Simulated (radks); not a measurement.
Values are calculated unless marked as measured or tabulated.
All-electron atom: Os2+ in [Xe] 4f14 5d6 (the NIST ground configuration). Code: a radial shooting solver on a logarithmic mesh with Libxc functionals. Model: scalar-relativistic Kohn-Sham, PBEsol, spin-unpolarised, spherical densities, finite nucleus; Fermi nuclear charge, rms radius 5.4126 fm.

Unscreened Slater integrals over Kohn-Sham orbitals (cm^-1).

integral    value
F0(5d,5d)  117300
F2(5d,5d)   60461
F4(5d,5d)   39773
F0(5d,5p)  135970
F2(5d,5p)   65675
G1(5d,5p)   77738
G3(5d,5p)   47893
F0(5d,4f)  152700
F2(5d,4f)   34378
F4(5d,4f)   15894
G1(5d,4f)   12005
G3(5d,4f)   10856
G5(5d,4f)  8563.6
F0(5d,5s)  141350
G2(5d,5s)   49388
F0(5p,5p)  169070
F2(5p,5p)   91045
F0(5p,4f)  207820
F2(5p,4f)   65298
G2(5p,4f)   26879
G4(5p,4f)   22152
F0(5p,5s)  180770
G1(5p,5s)  120340
F0(4f,4f)  362350
F2(4f,4f)  177260
F4(4f,4f)  112280
F6(4f,4f)   81087
F0(4f,5s)  234360
G3(4f,5s)   34612
F0(5s,5s)  196060

Derived for the open shells (J is the average intra-shell exchange parameter used in DFT+U). 5d: Racah B = F2/49 - 5 F4/441 = 783.0 cm^-1, C = 35 F4/441 = 3157 cm^-1, C/B = 4.03, F4/F2 = 0.658, J = (F2 + F4)/14 = 7160 cm^-1.
